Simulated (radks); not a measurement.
Q: Yb2+, 68 electrons, occupied as [Xe] 4f14. Calculated with a radial shooting solver on a logarithmic mesh with Libxc functionals: Dirac Kohn-Sham, relativistic LDA (MacDonald-Vosko exchange, VWN5 correlation), spin-unpolarised, spherical densities, finite nucleus; Fermi nuclear charge, rms radius 5.3108 fm.

Spin-orbit splittings of the eigenvalues, e(l+1/2) - e(l-1/2), with zeta = 2 splitting/(2l+1) and mean radii in bohr:

shell  occ.  splitting (eV)  zeta (eV)  <r> j=l-1/2  <r> j=l+1/2
2p        6            1034      689.6      0.06894      0.07640
3p        6           219.7      146.5       0.2066       0.2206
3d       10           48.28      19.31       0.1938       0.1981
4p        6           49.95      33.30       0.4967       0.5292
4d       10           9.136      3.654       0.5542       0.5658
4f       14           1.324     0.3784       0.7677       0.7880
5p        6           6.135      4.090        1.365        1.479
5d        0               ?          ?        2.349        2.411

Estimate the 5d splitting.

A: 0.3895 eV (zeta = 0.1558 eV).
